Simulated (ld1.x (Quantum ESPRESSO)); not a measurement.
Which change was made? (P, TM semilocal)

phosphorus, norm-conserving Troullier–Martins (semilocal form), made with ld1.x (Quantum ESPRESSO) 7.5 (PBE, scalar-relativistic). Core [Ne], reference 3s1 3p4. Waves: 3s (bound): rc 1.50 bohr; 3p (bound): rc 1.50 bohr; 3d channel at -0.05 Ry: rc 1.30 bohr. Local part: the d channel. Core correction: none.

Cutoffs, loose and tight: the cutoffs (Ry, on a coarse ladder) from which the occupation-weighted sum of valence levels, in a spherical-Bessel basis at the reference potential, stays within 10 and 1 mRy of its value at 400 Ry. They do not see the model core or the augmentation charge, which bear on the density cutoff. Test errors are all-electron minus pseudo excitation energies from the reference, over the configurations 3s2 3p3; 3s2 3p2; 3s2 3p1; 3s2 3p0; 3s2 3p3.3; 3s1 3p3; 3s2 3p2.5; variants that change the core or the reference have their own tests.

The base gives: outcome: generated; cutoff, loose: 18 Ry; cutoff, tight: 50 Ry; bound ghosts: none; largest test error (meV): +27.

Q: After one change the result is: outcome: generated; cutoff, loose: 160 Ry; cutoff, tight: 260 Ry; bound ghosts: none; largest test error (meV): +164. Which change was it?
A. wave 3s (bound): rc 1.50 bohr becomes 3s (bound): rc 2.26 bohr
B. wave 3p (bound): rc 1.50 bohr becomes 3p (bound): rc 1.06 bohr
C. all radii scaled by about 0.81 (s 1.22, p 1.22, d 1.06 bohr)
D. reference 3s2 3p3

A: B. The others give: all radii scaled by about 0.81 (s 1.22, p 1.22, d 1.06 bohr) → outcome: generated; cutoff, loose: 80 Ry; cutoff, tight: 120 Ry; bound ghosts: none; largest test error (meV): +37 | wave 3s (bound): rc 1.50 bohr becomes 3s (bound): rc 2.26 bohr → outcome: generated; cutoff, loose: 12 Ry; cutoff, tight: 45 Ry; bound ghosts: none; largest test error (meV): +204 | reference 3s2 3p3 → outcome: generated; cutoff, loose: 30 Ry; cutoff, tight: 50 Ry; bound ghosts: none; largest test error (meV): +41.
